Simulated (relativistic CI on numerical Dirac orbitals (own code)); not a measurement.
## Ni²⁺ in a cubic cluster: 3s photoemission with charge transfer

Computed with a charge-transfer multiplet model of a cubic metal-ligand cluster with up to 2 ligand holes, Slater and spin-orbit integrals from Dirac-Coulomb-Breit ions, Slater integrals scaled by 0.8. The ground state mixes d8 with configurations of k ligand holes L, whose averages lie at kΔ + k(k − 1)U_dd/2; a core hole lowers each added d electron by U_cd. 300 K, Lorentzian 1.4 eV and Gaussian 0.8 eV FWHM.

Atomic integrals in eV (Slater integrals scaled, ζ unscaled), ground: F2dd 9.736, F4dd 6.042, zeta_d 0.080; with the core hole: F2dd 10.650, F4dd 6.651, zeta_d 0.091, G2cd 10.769.

Cluster parameters (eV): Δ = 3.6, U_dd = 7.5, 10Dq = 0.9, 10Dq(ligand) = 0, V(eg) = 1.75, V(t2g) = -0.78, final-state hopping factor = 0.8.

| Case | n_d | d8 | d9L | d10L2 | S |
| --- | --- | --- | --- | --- | --- |
| U_cd = 7.4 eV | 8.15 | 0.85 | 0.14 | 0.00 | 1.00 |
| U_cd = 8 eV | 8.15 | 0.85 | 0.14 | 0.00 | 1.00 |
| U_cd = 9.2 eV | 8.15 | 0.85 | 0.14 | 0.00 | 1.00 |
| U_cd = 10.4 eV | 8.15 | 0.85 | 0.14 | 0.00 | 1.00 |
| U_cd = 11 eV | 8.15 | 0.85 | 0.14 | 0.00 | 1.00 |

Weights, n_d and S are thermal averages at 300 K. Binding energies count from the first peak over 30 % of the highest in each spectrum, which can be another peak from case to case. The parameters are a model scan and need not match a compound or its usual spin state. Peaks in eV (height, largest 100):
- U_cd = 7.4 eV: 0.0 (100), 4.0 (57), 8.0 (25), 10.3 (28)
- U_cd = 8 eV: 0.0 (100), 4.2 (73), 7.5 (26), 10.6 (36)
- U_cd = 9.2 eV: 0.0 (100), 4.7 (94), 6.5 (48), 11.5 (54)
- U_cd = 10.4 eV: 0.0 (83), 4.7 (65), 6.6 (100), 12.6 (61)
- U_cd = 11 eV: 0.0 (68), 4.3 (46), 6.9 (100), 13.1 (57)

For the case U_cd = 9.2 eV, Δ = 3.6 eV is smaller than U_dd = 7.5 eV, the charge-transfer side of the Zaanen-Sawatzky-Allen scheme. With the core hole the configuration with one ligand hole lies at Δ − U_cd = -3.8, -4.4, -5.6, -6.8, -7.4 eV from the one without, in the order of the table; where this is negative the screened configuration lies lower.

Without intra-shell correlation the exchange splitting of the 3s hole comes out too large.
